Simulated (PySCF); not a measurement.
Computed shifts of a molecule C₃H₉NSi, PBE0/pcSseg-1 in PySCF, GIAO, gas phase, atoms alike by connectivity averaged where their shifts nearly agree, in ppm (number of nuclei): ¹³C: 184.2 (1), 60.6 (1), -7.7 (1). ¹⁵N: 452.4 (1). ²⁹Si: -47.6 (1). ¹H: 8.92 (1), 4.61 (2), 3.96 (3), 0.61 (3). References: ¹³C against TMS (σ = 186.3 ppm); ¹⁵N against NH3 (σ = 267.4 ppm); ²⁹Si against TMS (σ = 352.7 ppm); ¹H against TMS (σ = 31.56 ppm), references at their B3LYP-D3(BJ)/def2-TZVP geometries, non-relativistic. Geometry optimised at r2SCAN-D4/def2-SVP. One conformer was computed; it need not be the lowest.

Problem. Which structure fits?
A) C/N=C/[SiH2]C
B) C/C=C/[SiH2]N
C) C=CC[SiH2]N
D) CC(C)=N[SiH3]

Solution. A, C/N=C/[SiH2]C
